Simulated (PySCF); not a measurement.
Si(I)2(Me)(OH) (CH4I2OSi), SMILES O[Si](I)(I)C. Atoms are numbered in the order given.

```xyz
9

C      1.3014     2.1984     0.0000
Si    -0.0945     0.9746     0.0000
O     -1.5175     1.8168     0.0000
I      0.0308    -0.4719    -2.0080
I      0.0308    -0.4719     2.0080
H      1.2340     2.8327     0.8976
H      2.2686     1.6759     0.0000
H      1.2340     2.8327    -0.8976
H     -2.3415     1.3130     0.0000
```
Charge 0, spin multiplicity 1.

Geometry: B3LYP-D3(BJ)/def2-SVP. The structure was generated by enumeration, and PubChem lists no compound with its InChIKey, so it may never have been made. The def2 effective core potentials stand for the cores of I; spin–orbit coupling is left out. Other conformers were not sampled.

Computed with PBE0/def2-TZVP in PySCF.

Atomic charges (e):

```tsv
atom	Mulliken	Löwdin
C1	-0.46	-0.44
Si2	0.49	-0.37
O3	-0.50	-0.10
I4	-0.17	0.15
I5	-0.17	0.15
H6	0.16	0.14
H7	0.16	0.14
H8	0.16	0.14
H9	0.33	0.19
```

**Question.** Give the Mayer and Wiberg (Löwdin basis) orders of the bonds. (Estimate from the structure and the level; the computed values follow.)

**Answer.** 
```tsv
bond	Mayer	Wiberg
C1–Si2	1.03	1.24
Si2–O3	1.26	1.69
Si2–I4	1.10	1.57
Si2–I5	1.10	1.57
C1–H6	0.93	0.89
C1–H7	0.94	0.89
C1–H8	0.93	0.89
O3–H9	0.86	1.01
```
